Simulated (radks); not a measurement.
Isoelectronic series with 2 electrons, all held in the configuration [He], which need not be the ground one along the series. All-electron calculation, scalar-relativistic Kohn-Sham, BLYP, spin-polarised, spherical densities, finite nucleus; Fermi nuclear charge, rms radius of each element as measured or else 0.836 A^(1/3) + 0.57 fm. Program: a radial shooting solver on a logarithmic mesh with Libxc functionals. Total energies (hartree) and mean radii <r> (bohr):

| ion | E (hartree) | 1s |
|---|---|---|
| In47+ | -2450.81729 | 0.02952 |
| Sb49+ | -2664.14593 | 0.02824 |
| I51+ | -2887.45315 | 0.02706 |
| Cs53+ | -3120.9336 | 0.02595 |
| La55+ | -3364.7936 | 0.02492 |
| Pr57+ | -3619.2568 | 0.02396 |
| Pm59+ | -3884.5540 | 0.02305 |
| Eu61+ | -4160.9259 | 0.02220 |
| Tb63+ | -4448.7121 | 0.02139 |
| Ho65+ | -4748.1069 | 0.02063 |
| Tm67+ | -5059.5162 | 0.01991 |
| Lu69+ | -5383.1875 | 0.01922 |
| Ta71+ | -5719.6235 | 0.01857 |
| Re73+ | -6069.1263 | 0.01795 |
| Ir75+ | -6432.1308 | 0.01735 |
| Au77+ | -6809.1066 | 0.01679 |
